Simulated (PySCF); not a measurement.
**How methods differ on the ionisation energy of Cr⁹⁺**

Cr⁹⁺ [Ne] 3s2 3p3 (4S) → Cr¹⁰⁺ [Ne] 3s2 3p2 (3P), as a difference of total energies. Computed with PySCF 2.14 in an uncontracted even-tempered set (19 s from 0.49 bohr⁻², ratio 2.5; 12 p from 0.64 bohr⁻², ratio 2.5; 5 d from 3.8 bohr⁻², ratio 2.7; 4 f from 5.7 bohr⁻², ratio 2.7), with scalar relativity by spin-free X2C-1e. Correlated levels: outer shells: 1s2 frozen; virtual orbitals above 40 to 60 times the deepest correlated orbital energy dropped. The calculations carry no spin-orbit coupling.

| method | ionisation energy (eV) |
| --- | --- |
| UHF | 242.06 |
| MP2 (outer shells) | 242.65 |
| SCS-MP2 (outer shells) | 242.43 |
| CCSD (outer shells) | 242.50 |
| CCSD(T) (outer shells) | 242.50 |

How much does correlation contribute at CCSD(T) (outer shells)?

242.50 − (242.06) = 0.44 eV, measured against UHF.

A first-order spin-orbit estimate (lowest level to lowest level, LS coupling) adds -0.922 eV.

For comparison: 244.5 ± 0.5 eV (semi-empirical (NIST evaluation); NIST Atomic Spectra Database, ionization energies).
